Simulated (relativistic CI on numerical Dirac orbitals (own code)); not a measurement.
# The 5d ions of charge 4+

Computed by Dirac-Coulomb-Breit CI, separate exchange-only KLI orbitals for each configuration, model QED, valence Slater integrals scaled by 0.75 (own radial code, finite nucleus).

Each species is treated in one configuration, given outside its closed core, with all valence electrons in the open shell. Radial values are for the open shell of highest l, unscaled and averaged over j; ζ includes the Breit term. Labels give the leading LS character, summed over repeated terms.

| Ion | Configuration | Its lowest level | LS weight (%) | Next level | E (cm⁻¹) | ⟨r⟩ (bohr) | ⟨r²⟩ (bohr²) | g_J | g√(J(J+1)) |
| --- | --- | --- | --- | --- | --- | --- | --- | --- | --- |
| Ta⁴⁺ | 5d | 2D_3/2 | 100 | 2D_5/2 | 5902.1 | 1.733 | 3.435 | 0.799 | 1.55 |
| W⁴⁺ | 5d2 | 3F_2 | 91 | 3F_3 | 5587.3 | 1.665 | 3.17 | 0.699 | 1.71 |
| Re⁴⁺ | 5d3 | 4F_3/2 | 86 | 4F_5/2 | 4394.3 | 1.599 | 2.927 | 0.467 | 0.90 |
| Os⁴⁺ | 5d4 | 5D_0 | 65 | 5D_1 | 3925.8 | 1.539 | 2.71 |  | 0.00 |
| Ir⁴⁺ | 5d5 | 6S_5/2 | 82 | J = 5/2 (mixed) | 14939 | 1.483 | 2.517 | 1.919 | 5.68 |
| Pt⁴⁺ | 5d6 | 5D_4 | 76 | 5D_2 | 5619 | 1.431 | 2.345 | 1.428 | 6.39 |
| Au⁴⁺ | 5d7 | 4F_9/2 | 80 | J = 3/2 (mixed) | 10175 | 1.383 | 2.191 | 1.286 | 6.40 |
| Hg⁴⁺ | 5d8 | 3F_4 | 94 | J = 2 (mixed) | 7590.9 | 1.338 | 2.053 | 1.236 | 5.53 |
